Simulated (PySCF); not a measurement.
Input of a run (PBE0-D3(BJ)/def2-SVP geometry optimisation, gas phase (PySCF 2.14.0)), started from a GFN2-xTB structure with every atom displaced at random (by about 0.01 Å):
```
{"job": {"xc": "PBE0", "basis": "def2-SVP", "d3": "d3bj", "grid": 1, "shake": 0.01, "kind": "geom"}, "charge": 0, "multiplicity": 1}
B     -0.221780     1.990650     0.984980
Si    -0.105240     0.594280    -0.332990
Si    -1.824530    -1.002890    -0.218090
Ge     1.957180    -0.596760    -0.040440
H     -0.422730     3.128900     0.678830
H     -0.167450     1.775260     2.121470
H     -0.019790     1.027140    -1.746720
H     -1.643730    -2.066180    -1.202350
H     -3.125900    -0.393860    -0.403680
H     -1.848030    -1.647030     1.116570
H      2.077580    -1.291660     1.300650
H      2.168140    -1.725530    -0.998660
H      3.182100     0.190810    -0.148500
```

Output (energies in Eh, forces in Eh/bohr):
```
step   0  E = -2685.18816634  max force = 0.025103
step   1  E = -2685.19831592  max force = 0.012799
step   2  E = -2685.19942815  max force = 0.003224
step   3  E = -2685.19951640  max force = 0.000538
step   4  E = -2685.19953518  max force = 0.000397
step   5  E = -2685.19954559  max force = 0.000471
step   6  E = -2685.19955196  max force = 0.000321
optimisation converged
```

**Question.** Summarise the run.

**Answer.** The energy falls by 29.9 kJ/mol over 7 energy and gradient evaluations, the largest force component goes from 0.0251 to 3.2e-04 Eh/bohr, and the atoms move by 0.114 Å rms after alignment. The bond that changes most is Ge4–H13 (ends: germanium bonded to Si and 3 H; Ge–H hydrogen), which lengthens by 0.081 Å. Bonds longer at the end by more than 0.005 Å: 10 of 12; shorter: 1. Among the angles that change most is Ge4–Si2–H7, from 102.2° to 109.0°. Among the dihedrals that turn most is H5–B1–Si2–H7, from 11° to 1°. The energy never rose by more than 1e-6 Eh on the way. The first step brought 89 % of the lowering.

**Question.** What are the final bond lengths?

**Answer.** B1–Si2 1.994 Å, Si2–Si3 2.352 Å, Si2–Ge4 2.394 Å, B1–H5 1.208 Å, B1–H6 1.209 Å, Si2–H7 1.498 Å, Si3–H8 1.496 Å, Si3–H9 1.496 Å, Si3–H10 1.496 Å, Ge4–H11 1.541 Å, Ge4–H12 1.541 Å, Ge4–H13 1.541 Å. Numbering counts from 1 in the input's order; the species is `B[Si@H]([SiH3])[GeH3]`.

The run used 127 basis functions and 41 SCF cycles in all. Time: 57 s wall; peak memory 0.54 GiB. Hardware: one thread, Arm Neoverse V1 (aarch64), shared host with 32 logical CPUs at a one-minute load of 28.

Stationary, but not proved a minimum. One conformer, not necessarily the lowest.
